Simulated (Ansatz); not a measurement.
Harmonic frequencies (cm⁻¹) at PBE0-D4/def2-TZVP from Ansatz: 62, 80, 86, 234, 289, 382.

(1) Which molecule is it?
A. `[Cl][In]([Br])[Br]`
B. `[F][In]([F])[SiH3]`
C. `[OH][In]([OH])[SH]`
D. `[SH][In]([Cl])[Cl]`

Answers

(1) A.
